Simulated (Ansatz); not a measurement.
One change: `F[SiH](S)[GeH3]` becomes `F[SiH](Cl)[GeH3]`.

Ansatz, PBE0-D4/def2-TZVP geometries, multiplicity 1. Each molecule was computed in one conformer, which needn't be the lowest.

Scalar relativity is left out up to krypton.

| property | `F[SiH](S)[GeH3]` |
| --- | --- |
| LUMO energy (PBE0/def2-TZVPP) / eV | -0.28 |
| size of the dipole moment (ωB97M-V/def2-TZVPP) / D | 1.27 |
| HOMO energy (ωB97M-V/def2-TZVPP) / eV | -9.97 |
| HOMO energy (PBE0/def2-TZVPP) / eV | -7.86 |
| HOMO energy (B3LYP/def2-TZVPP) / eV | -7.62 |
| LUMO energy (PBE/def2-TZVPP) / eV | -1.11 |

Task: Give the same properties after the change, and the shifts. (Best estimate.)

Result: The calculation gave: 
| property | `F[SiH](Cl)[GeH3]` | shift |
| --- | --- | --- |
| LUMO energy (PBE0/def2-TZVPP) / eV | -0.43 | -0.15 |
| size of the dipole moment (ωB97M-V/def2-TZVPP) / D | 1.48 | 0.21 |
| HOMO energy (ωB97M-V/def2-TZVPP) / eV | -10.38 | -0.41 |
| HOMO energy (PBE0/def2-TZVPP) / eV | -8.34 | -0.48 |
| HOMO energy (B3LYP/def2-TZVPP) / eV | -8.14 | -0.52 |
| LUMO energy (PBE/def2-TZVPP) / eV | -1.27 | -0.16 |

With PBE0 the HOMO falls by 0.48 eV and the LUMO falls by 0.15 eV, so the gap widens by about 0.33 eV. PBE moves the HOMO by -0.46 eV and ωB97M-V by -0.41 eV. Dipoles are sizes alone; their direction can turn.

B3LYP here is the variant with VWN-RPA as its local correlation; programs differ in this.
